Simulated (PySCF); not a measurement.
A PySCF script (with the pyscf-properties extension) for the NMR shieldings of `C=C[C@@]1(CO)[SiH2][C@H]1C`, C6H12OSi, on a GFN2-xTB geometry:

```python
import basis_set_exchange as bse
import numpy as np
from pyscf import gto, dft
from pyscf.prop import nmr

atoms = """
C    -1.415904   -1.050556   -1.701586
C    -0.296718   -0.664947   -1.098066
C    -0.170192   -0.044277    0.220994
C    -1.466762    0.350831    0.899059
O    -2.115980   -0.744442    1.510057
Si    1.182216   -0.730288    1.402520
C     1.027012    0.901879    0.475142
C     1.922194    1.299978   -0.676819
H    -2.399192   -0.903629   -1.286903
H    -1.389845   -1.522990   -2.668483
H     0.641804   -0.851456   -1.603063
H    -2.139891    0.843996    0.181097
H    -1.272626    1.051656    1.714188
H    -2.261397   -1.415943    0.834441
H     0.893925   -0.789906    2.819043
H     2.071483   -1.722295    0.824513
H     0.730042    1.773637    1.051946
H     1.350814    1.832195   -1.438174
H     2.392371    0.438324   -1.143929
H     2.711497    1.958912   -0.319013
"""
names = dict.fromkeys(["C", "O", "Si", "H"], "pcSseg-1")
basis = {el: gto.basis.parse(bse.get_basis(n, elements=[el], fmt="nwchem")) for el, n in names.items()}
mol = gto.M(atom=atoms, basis=basis, charge=0, verbose=0)
mf = dft.RKS(mol, xc="PBE0")
mf.grids.level = 2
mf.grids.alignment = dft.numint.BLKSIZE   # the property module wants whole blocks of grid points
mf.conv_tol = 1e-9
mf.kernel()

calc = nmr.RKS(mf)   # GIAO
C = mf.mo_coeff
Co = C[:, mf.mo_occ > 0]
resp = mf.gen_response(singlet=True, hermi=2)
def vind(x):   # induced exchange potential for any number of trial vectors
    d = np.einsum("pi,xij,qj->xpq", C, 2 * x.reshape(-1, C.shape[1], Co.shape[1]), Co, optimize=True)
    return np.einsum("xpq,pi,qj->xij", resp(d - d.transpose(0, 2, 1)), C, Co, optimize=True).ravel()
mo1, _ = nmr.rhf.solve_mo1(calc, with_cphf=vind)
sigma = calc.kernel(mo1)
for i, s in enumerate(sigma):   # ppm
    print("%2d %-2s %9.2f" % (i, mol.atom_pure_symbol(i), np.trace(s) / 3))
```

Task: Give the expected output.

Result: 
```
 0 C      76.92
 1 C      37.97
 2 C     144.18
 3 C     115.20
 4 O     276.63
 5 Si    470.04
 6 C     160.89
 7 C     170.15
 8 H      26.62
 9 H      26.46
10 H      25.56
11 H      26.74
12 H      28.85
13 H      30.29
14 H      28.65
15 H      29.22
16 H      30.48
17 H      30.21
18 H      30.72
19 H      30.03
```

These numbers come from an equivalent density-fitted implementation of the same equations, which agrees with the script to about 0.01 ppm for H and up to a few tenths of a ppm for heavy atoms, so last digits may differ.

Task: Turn these shieldings into chemical shifts. Shifts are taken against calculated references (same method and geometry level): ¹³C (σ = 186.93 ppm), ²⁹Si (σ = 349.16 ppm), ¹H (σ = 31.72 ppm) against TMS; ¹⁷O (σ = 336.08 ppm) vs H2O.

Result: Averaging equivalent atoms: C 1: 149.0; C 0: 110.0; C 3: 71.7; C 2: 42.7; C 6: 26.0; C 7: 16.8; O 4: 59.4; Si 5: -120.9; H 10: 6.16; H 9: 5.26; H 8: 5.10; H 11: 4.98; H 14: 3.07; H 12: 2.86; H 15: 2.49; H 13: 1.43; H 17/18/19: 1.40; H 16: 1.24 ppm. Experimental scales use liquid or dissolved standards, which lie at an offset from isolated H2O (liquid H2O: subtract about 36 ppm).

Size and cost of the density-fitted run: 203 basis functions, 44 s wall time on 1 thread of an Arm Neoverse V1, shared host; peak memory 0.92 GiB.
